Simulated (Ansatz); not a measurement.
## Ansatz (development build ahead of 0.2.0) run

```yaml
crystal:
  periodic: [false, false, false]
  atoms:
    - { symbol: Cr, position_ang: [0.0, 0.0, 0.0] }
    - { symbol: C, position_ang: [0.0, 0.0, 1.63] }
basis:
  gaussian: { orbitals: pcseg-2 }
hamiltonian:
  xc: pbe
```

The input is written out in the form of the current development build from the run's settings.

The run gave:

```yaml
Converged: yes
Total_energy: -1082.11114 hartree
Spin_squared_of_the_determinant: 0.000
Stability_test: minimum among restricted orbitals
```

Caution: another spin multiplicity may lie lower; an unrestricted determinant lies well below.
